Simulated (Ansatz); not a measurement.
```xyz
17

C     2.0631   -0.1671    0.2576
O     0.9284    0.6773    0.2856
Si   -0.5990    0.1432    0.0979
Cl   -1.6979    1.8707    0.1919
O    -1.0708   -0.8992    1.2466
C    -1.2140   -0.6048    2.6222
Se   -0.8995   -0.9727   -1.8271
C    -0.2922    0.4902   -2.9816
H     2.1265   -0.7678    1.1697
H     2.0357   -0.8424   -0.6037
H     2.9489    0.4653    0.1891
H    -1.5101   -1.5225    3.1307
H    -1.9845    0.1546    2.7800
H    -0.2732   -0.2482    3.0522
H    -0.9678    1.3376   -2.8909
H    -0.3164    0.1042   -3.9987
H     0.7229    0.7816   -2.7217
```

Total charge 0; spin multiplicity 1.

List the PBE/def2-TZVPP orbital energies in eV (Ansatz). (Estimate.)

The calculation gave: Occupied: -12302.07, -2738.79, -1781.34, -1562.05, -1402.84, -1402.81, -1402.75, -510.61, -510.58, -270.35, -270.32, -269.70, -249.38, -205.04, -190.06, -189.91, -189.90, -150.39, -150.28, -150.10, -138.83, -95.61, -95.55, -95.55, -53.49, -53.48, -53.33, -53.25, -53.23, -25.90, -25.41, -20.44, -18.80, -17.39, -17.07, -15.67, -13.29, -12.29, -11.50, -11.45, -11.08, -10.96, -10.69, -10.41, -10.09, -8.85, -8.37, -8.28, -7.92, -7.62, -7.38, -7.00, -6.89, -5.58. Lowest empty: -0.92, -0.12, 0.30, 0.71, 0.90, 1.13, 1.38, 1.81.
